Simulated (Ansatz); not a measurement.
```yaml
crystal:
  periodic: [false, false, false]
  atoms:
    - {symbol: O, position_ang: [0.026827, 1.241666, -0.063969]}
    - {symbol: Ge, position_ang: [-0.289050, -0.511707, 0.327238]}
    - {symbol: Cl, position_ang: [1.364978, -1.562551, 0.820645]}
    - {symbol: Cl, position_ang: [-1.557159, -1.349500, -0.933090]}
    - {symbol: H, position_ang: [0.448741, 1.713393, 0.164804]}
basis:
  gaussian: {orbitals: def2-mTZVP, nuclear_model: gaussian}
magnetization: {spin_polarized: true, initial_magnetization: 1}
hamiltonian: {xc: {name: BLYP}, pseudopotentials: {relativity: none}}
output: {forces: true}
```

```sh
$ ansatz run in.yaml --threads 4 --pin off --events-out ev --progress --plain --max-ram 10444MiB
```

It prints (some lines left out):

```
Functional definition: BLYP
997 factors; their error is unknown
mean field evaluation 1: about -83613.1506 eV, gradient 6.3e1 eV
mean field evaluation 2: about -83466.1518 eV, gradient 1.5e2 eV
mean field evaluation 4: about -83623.7292 eV, gradient 1.9e1 eV
mean field evaluation 8: about -83625.2032 eV, gradient 1.9e-1 eV
mean field evaluation 16: about -83625.1722 eV, gradient 7.9e-4 eV
mean field -83625.17216275 eV, -3073.1683938037 hartree, gradient 3.3e-5 eV, S^2 0.751013; 0 other end points of the search recorded, 0 dependent functions left out
reference -83625.17248128 eV, -3073.1684055094 hartree; 38, 37 occupied and 69, 70 virtual orbitals, 997 factors
Total energy: -83625.17248128 eV, -3073.1684055094 hartree
Atom 0 at     0.026827     1.241666    -0.063969 Å, force   -29.805558   -32.807285   -16.974780 eV/Å
Atom 1 at    -0.289050    -0.511707     0.327238 Å, force    -0.345317     4.935957     3.923005 eV/Å
Atom 2 at     1.364978    -1.562551     0.820645 Å, force     3.556562    -2.152322     0.538763 eV/Å
Atom 3 at    -1.557159    -1.349500    -0.933090 Å, force    -3.007803    -2.074790    -3.806885 eV/Å
Atom 4 at     0.448741     1.713393     0.164804 Å, force    29.602116    32.098440    16.319897 eV/Å
Dipole moment:     0.074272     0.013583     0.085556 e Å
```

Run time 1.6 s (4 threads of an Arm Neoverse V1 on a shared host); peak host memory 0.17 GiB.
